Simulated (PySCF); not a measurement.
A structure optimised at B3LYP-D3(BJ)/def2-TZVP, used in a PySCF frequency run:

```xyz
3

Mg     0.0000     0.0000     0.0000
Cl     0.0000     0.0000    -2.1757
Cl     0.0000     0.0000     2.1757
```

Task: Write its SMILES, formula and point group.

Result: [Cl][Mg][Cl], Cl₂Mg, D∞h

Task: What are its rotational constants (standard atomic weights)?

Result: 1.5058 GHz (linear rotor, B only)
